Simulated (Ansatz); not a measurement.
Reaction (redistribution): `[SnH3][I]` + `N=C([SiH3])S` → `N=[C](S)[SnH3]` + `[SiH3]I`

Gas-phase electronic energies from Ansatz, PBE0-D4/def2-TZVP geometries. CBS: MP2 limit from def2 TZ/QZ plus the TZ coupled-cluster correction, frozen cores. Functionals use def2-TZVPP. B3LYP here is the variant with VWN-RPA as its local correlation; programs differ in this. Elements past krypton have def2 core potentials. For I, Sn outer-core shells are correlated without core-valence functions, which leaves a few kJ/mol of doubt a bond. Each species was taken in one conformer, which may not be the lowest.

| level | ΔE (kJ/mol) |
| --- | --- |
| B3LYP-D4 | 47.2 |
| MP2/def2-TZVPP | 37.5 |
| MP2/def2-QZVPP | 40.3 |
| HF/CBS(def2) | 58.0 |

(1) What does CCSD(T)/CBS give? (An estimate is asked.)

Largest T1 diagnostic among the species: 0.015.

Results:

(1) Computed: +44.0 kJ/mol. The listed levels differ from it by 3.2, -6.5, -3.7, 14.0 kJ/mol.

In def2-TZVPP, CCSD(T) changes the Hartree–Fock value by −18.3 kJ/mol (the triples alone add −2.0 kJ/mol) and MP2 by −20.2 kJ/mol.
